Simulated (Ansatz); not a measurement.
`N#C[Si](Cl)(C#N)C#N`, charge 0, multiplicity 1.

(1) Give a relaxed structure at PBE0-D4/def2-TZVP (the Gaussian-basis code of Ansatz). (Best estimate.)

## Answers

(1) Ansatz gave: 
Cartesian coordinates in Å:
```
N -1.687 -1.211 1.976
C -0.914 -0.812 1.223
Si 0.326 -0.191 0.035
Cl 2.047 -1.201 0.218
C 0.587 1.587 0.355
N 0.763 2.706 0.559
C -0.352 -0.377 -1.650
N -0.770 -0.500 -2.715
```
Point group C3v.
